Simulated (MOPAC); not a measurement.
Input for MOPAC: PM7 on TeN, 2S+1 = 2, a spin state set in the input, which need not be the lowest, a point of a bond scan (R = 1.964 Å).

```
PM7 1SCF PRECISE CHARGE=0 UHF MS=0.5 THREADS=1
NTe

N      0.00000000 1     0.00000000 1     0.00000000 1
Te     0.00000000 1     0.00000000 1     1.96352700 1
```

It printed:

```
*******************************************************************************
 **                                                                           **
 **                              MOPAC v23.2.5                                **
 **                                                                           **
 *******************************************************************************
 ** MOPAC's Digital Object Identifier: https://doi.org/10.5281/zenodo.6511958 **
 **                                                                           **
 ** Please cite the open-source release paper for use of this MOPAC version:  **
 ** J. E. Moussa and J. J. P. Stewart (2026)                                  **
 ** MOPAC: An open-source semiempirical molecular orbital program             **
 ** J. Open Source Softw., 11(119), 8025, https://doi.org/10.21105/joss.08025 **
 *******************************************************************************

                              PM7 CALCULATION RESULTS

 *******************************************************************************
 *  PM7        - The PM7 Hamiltonian to be used
 *  UHF        - UNRESTRICTED HARTREE-FOCK CALCULATION
 *
 *
 *
 *                 CHARGE ON SYSTEM = 0
 *
 *
 *
 *  MS=        - IN MECI, MAGNETIC COMPONENT OF SPIN =  0.5
 *  PRECISE    - TIGHTER CRITERIA TO BE USED
 *  1SCF       - DO 1 SCF AND THEN STOP
 *  THREADS=1  - MULTI-THREADING NOT USED
 *  T=         - A TIME OF 172800.0 SECONDS REQUESTED
 *  DUMP=N     - RESTART FILE WRITTEN EVERY 7200.0 SECONDS REQUESTED
 *******************************************************************************
PM7 1SCF PRECISE CHARGE=0 UHF MS=0.5 THREADS=1
 NTe

   ATOM   CHEMICAL          X               Y               Z
  NUMBER   SYMBOL      (ANGSTROMS)     (ANGSTROMS)     (ANGSTROMS)

     1       N          0.00000000  *   0.00000000  *   0.00000000  *
     2      Te          0.00000000  *   0.00000000  *   1.96352700  *



          CARTESIAN COORDINATES

    NO.       ATOM           X           Y           Z

     1         N          0.0000      0.0000      0.0000
     2        Te          0.0000      0.0000      1.9635

 General Reference for PM7:
 "Optimization of Parameters for Semiempirical Methods VI: More Modifications to the
 NDDO Approximations and Re-optimization of Parameters", J. J. P. Stewart, J. Mol. Mod., 1:32, 19 (2013)
 https://link.springer.com/article/10.1007/s00894-012-1667-x

           Empirical Formula: N Te  =     2 atoms



      MOLECULAR POINT GROUP   :   C*v


          UHF CALCULATION, NO. OF ALPHA ELECTRONS =    6
                           NO. OF BETA  ELECTRONS =    5

 -------------------------------------------------------------------------------
 PM7 1SCF PRECISE CHARGE=0 UHF MS=0.5 THREADS=1
 NTe



     1SCF WAS SPECIFIED, SO BFGS WAS NOT USED
     SCF FIELD WAS ACHIEVED


                              PM7 CALCULATION
                                                       MOPAC v23.2.5 Linux




          FINAL HEAT OF FORMATION =        107.32431 KCAL/MOL =     449.04492 KJ/MOL


          COSMO AREA              =         85.39 SQUARE ANGSTROMS
          COSMO VOLUME            =         71.10 CUBIC ANGSTROMS

          IONIZATION POTENTIAL    =          8.314942 EV
          ALPHA SOMO LUMO (EV)    =         -8.315 -1.206
          BETA  SOMO LUMO (EV)    =         -9.180 -0.283
          NO. OF ALPHA ELECTRONS  =          6
          NO. OF BETA  ELECTRONS  =          5
          MOLECULAR WEIGHT        =        141.6067         POINT GROUP:  C*v

          MOLECULAR DIMENSIONS (Angstroms)

            Atom       Atom       Distance
           Te     2    N     1     1.96353
           Te     2    N     1     0.00000
            N     1   Te     2     0.00000


          SCF CALCULATIONS        =          1





   ATOM   CHEMICAL          X               Y               Z
  NUMBER   SYMBOL      (ANGSTROMS)     (ANGSTROMS)     (ANGSTROMS)

     1       N          0.00000000  *   0.00000000  *   0.00000000  *
     2      Te          0.00000000  *   0.00000000  *   1.96352700  *

                             CARTESIAN COORDINATES

   1    N        0.000000000     0.000000000     0.000000000
   2   Te        0.000000000     0.000000000     1.963527000


           Empirical Formula: N Te  =     2 atoms



      MOLECULAR POINT GROUP   :   C*v


          ALPHA EIGENVALUES
 -45.38247 -27.72055 -13.09891 -13.04376 -12.64512  -8.31494  -1.20581   1.72538


           BETA EIGENVALUES
 -47.48220 -23.33739 -11.53350 -10.10942  -9.17967  -0.28291  -0.23052   2.62413


              NET ATOMIC CHARGES AND DIPOLE CONTRIBUTIONS

  ATOM NO.   TYPE          CHARGE      No. of ELECS.   s-Pop       p-Pop
    1          N          -0.374577        5.3746     1.96096     3.41362
    2         Te           0.374577        5.6254     1.95667     3.66876
 DIPOLE           X         Y         Z       TOTAL
 POINT-CHG.     0.000     0.000     3.533     3.533
 HYBRID        -0.000    -0.000    -0.572     0.572
 SUM           -0.000    -0.000     2.961     2.961


          ATOMIC ORBITAL ELECTRON POPULATIONS

     Atom    s        px        py        pz
    1  N   1.96096   1.21634   1.06298   1.13430
    2 Te   1.95667   1.78366   0.93702   0.94807


                    (SZ)    =    0.500000
                    (S**2)  =    1.525095


          ATOMIC ORBITAL SPIN POPULATIONS

    Atom   Total    s     px     py     pz
         Atomic
    1  N  1.8046  0.003  0.784  0.857  0.161
    2 Te -0.8046  0.004  0.216 -0.857 -0.168

 **********************
 *                    *
 * JOB ENDED NORMALLY *
 *                    *
 **********************




 == MOPAC DONE ==
```

The run finished. Its determinant has ⟨S²⟩ = 1.53, a mixture of spin states.

Cost: about 0.010 core-seconds (a rough figure).
